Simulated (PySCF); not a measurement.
C2H5NO2Si, SMILES O=C/N=C/O[SiH3]. Geometry optimised at r2SCAN-D4/def2-SVP. The structure was generated by enumeration; whether it is a known compound was not checked. One conformer was computed; it need not be the lowest.

Q: Give the equilibrium geometry at r2SCAN-D4/def2-SVP (PySCF confirms it by a frequency run) as a Z-matrix. (Estimate from the structure and the level; the computed values follow.)

A: This is not unique; one that fits is 
```
N
C 1 1.2826
O 2 1.3182 1 121.09
C 1 1.4009 2 117.61 3 175.35
O 4 1.2096 1 125.58 2 -27.53
H 2 1.1038 1 124.72 4 -5.88
H 4 1.1154 5 122.45 1 177.83
Si 3 1.7336 2 118.32 6 179.90
H 8 1.4841 3 110.22 2 -61.22
H 8 1.4842 9 112.67 3 -123.00
H 8 1.4846 9 110.91 10 -125.03
```
